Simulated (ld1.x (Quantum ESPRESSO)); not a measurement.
**Ni (Z = 28): excitation energies, all-electron against ultrasoft**

- Element: nickel (Ni)
- Generator: ld1.x (Quantum ESPRESSO) 7.5
- Type: ultrasoft
- Functional: PBE
- Relativity: scalar-relativistic
- Frozen core: [Ar]
- Valence charge: 10
- Reference configuration: 3d8 4s2 4p0
- Partial waves: 4s (bound): rcut 2.10, rcutus 2.65 bohr; 4s channel at 1.2 Ry: rcut 2.10, rcutus 2.65 bohr; 4p (bound, empty): rcut 2.45, rcutus 2.95 bohr; 4p channel at 0.25 Ry: rcut 2.45, rcutus 2.95 bohr; 3d (bound): rcut 1.10, rcutus 1.55 bohr; 3d channel at 0.75 Ry: rcut 1.10, rcutus 1.55 bohr
- Local potential: all-electron potential smoothed inside 1.75 bohr (lloc = -1)
- Core correction: none
- Augmentation charge: built from norm-conserving waves at rcut, not smoothed further

Energies are relative to the spin-unpolarised reference configuration 3d8 4s2 4p0; without spin polarisation the order of configurations can differ from experiment. Not all tests gave a result: test run stopped at test 7 of 7 (negative rho), 1 before it not solved. Left out of the table: 3d8 4s1 4p0 (pseudo-atom not self-consistent, printed error +2.3 meV).

```tsv
valence configuration	charge	ΔE all-electron (eV)	error AE − PS (meV)
3d7 4s0 4p0	+3	64.140	+177
3d9 4s0 4p0	+1	6.318	-152
3d8 4s0 4p2	0	9.502	+7.9
3d7 4s2 4p1	0	10.545	-146
```

Task: What are ΔE and the potential's error for 3d8 4s0 4p0?

Result: ΔE = 26.673 eV all-electron; the error (AE − PS) is +46 meV.

Levels in the configuration 3d9 4s0 4p0:

```
level  all-electron (eV)  pseudo (eV)
   3d            -12.963      -12.818
```
